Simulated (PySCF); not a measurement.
Ligands exchanged one at a time, B I-SH. Gas-phase values, no solvent. One relaxed conformer stands for each flexible species; it need not be the lowest. Strings in code marks are SMILES.

Calculation: PySCF with PBE-D3(BJ)/def2-TZVP // PBE0-D3(BJ)/def2-TZVP. Excitations are Tamm–Dancoff values on a coarser integration grid. The basis has no diffuse functions, so Rydberg states are missing or too high.

```csv
species,S1–T1 gap (TDA) (eV),HOMO (eV)
0 of 3 I replaced by SH,0.15,-6.25
1 of 3 I replaced by SH,0.13,-6.40
2 of 3 I replaced by SH,0.25,-6.55
3 of 3 I replaced by SH (`SB(S)S`),0.37,-6.36
```
